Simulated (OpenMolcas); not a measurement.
## Xe IV: RASPT2 settings compared

```json
{
 "Program": "OpenMolcas 26.06",
 "Basis": "ANO-RCC-VDZP [6s5p3d1f]",
 "Scalar Hamiltonian": "X2C, point nucleus",
 "Active space": "5 electrons in 9 orbitals (RAS2 5s 5p; RAS3 5d, at most 2 electrons)",
 "State averaging": "2S+1 = 4 odd, 1 root; 2S+1 = 2 odd, 8 roots; 2S+1 = 4 even, 3 roots; 2S+1 = 2 even, 9 roots",
 "Spin-orbit coupling": "state interaction with AMFI integrals over the reference wave functions, term energies averaged over their components"
}
```

Methods on the same reference wave functions:
A. RASSCF
B. SS-RASPT2, IPEA 0.3 Eh, imaginary shift 0.4 Eh (closed shells correlated: 4s 4p 4d)
C. SS-RASPT2, IPEA 0.5 Eh, real shift 0.5 Eh (closed shells correlated: none)
D. XMS-RASPT2, IPEA 0.5 Eh, real shift 0.05 Eh (closed shells correlated: 4s 4p 4d)

Energies in cm⁻¹ above 5s² 5p³ ⁴S°_3/2, the measured ground level; measured values from Saloman, J. Phys. Chem. Ref. Data 33, 765 (2004).

| Level | A | B | C | D | Measured |
| --- | --- | --- | --- | --- | --- |
| 5s² 5p³ ⁴S°_3/2 | 0.0 | 0.0 | 0.0 | 0.0 | 0.0 |
| 5s² 5p³ ²D°_3/2 | 16126 | 15630 | 15740 | 15650 | 13267 |
| 5s² 5p³ ²D°_5/2 | 20572 | 20030 | 20170 | 20040 | 17511 |
| 5s² 5p³ ²P°_1/2 | 31094 | 30550 | 30580 | 30590 | 28036 |
| 5s² 5p³ ²P°_3/2 [74 %] | 38144 | 37630 | 37680 | 37660 | 35650 |
| 5s 5p⁴ ⁴P_5/2 | 98090 | 101970 | 98350 | 101830 | 99664 |
| 5s 5p⁴ ⁴P_3/2 | 105409 | 109300 | 105680 | 109160 | 106923 |
| 5s 5p⁴ ⁴P_1/2 | 107899 | 111680 | 108150 | 111560 | 109254 |
| 5s 5p⁴ ²D_3/2 | 127276 | 129100 | 127170 | 129120 | 121929 |
| 5s 5p⁴ ²D_5/2 | 129532 | 131550 | 129440 | 131550 | 125475 |

Deviations, from unrounded energies. A percentage is the sum of absolute deviations over the sum of measured energies, with the sign that they share, or ± where signs differ.

```csv
Against measurement,Levels,A,B,C,D
mean absolute deviation (cm-1),9,2800,3300,2500,3300
other terms of the ground configuration (%),4,+12.1,+9.9,+10.3,+10.0
other configurations (%),5,±2.5,+3.6,±2.3,+3.5
```

C lies closest to measurement on these levels and B furthest from it. The largest miss of C in the table is 5s 5p⁴ ²D_3/2, by +5200 cm-1. The ranking rests on the paired levels alone, and a cruder setting can come out closer through cancelling errors.

Among B to D the level of the table that moves most is 5s 5p⁴ ⁴P_3/2, by 3600 cm-1 (lowest in C, highest in B). Moves below CASPT2's spread within the term are not significant.

From A to B the spin-free energies of the other terms of 5s² 5p³ shown, above ⁴S°, scale by factors of 0.97 to 0.98.

The lowest spin-free term lies below A's lowest term by 0.405 hartree in B, 0.009 hartree in C, 0.404 hartree in D.

Term energies are means over components that CASPT2 splits; among the terms shown or strongly mixed into the levels shown the widest spread is 310 cm-1 (5s 5p⁴ ²D, D). Active for correlation alone: 5d; no level in the range computed is led by a configuration that fills it, so any true level of that kind is missing. Some terms mix strongly with configurations of 5d, whose occupation reaches 0.21 (5s 5p⁴ ²D). The basis is small and was not contracted for so high a charge. Some levels mix across a computed gap that differs much from the measured one, so their mixing is not that of the real levels (holds for B; D). Some terms miss by over 15 % even with CASPT2, which points to a basis or an active space too small for the shells correlated (holds for B; C; D). Computed and measured levels are paired by configuration, term and J; levels that our copy of the source lacks, or whose pairing is in doubt (as where it misses far off the trend of its configuration), stay unpaired and out of the deviations. Levels of configurations outside the active space are missing. The table leaves out levels that lie high or whose names do not pair safely across all columns.

A share in square brackets marks a mixed level and gives the weight of the term that names it, the lowest over the columns. ° marks odd parity.
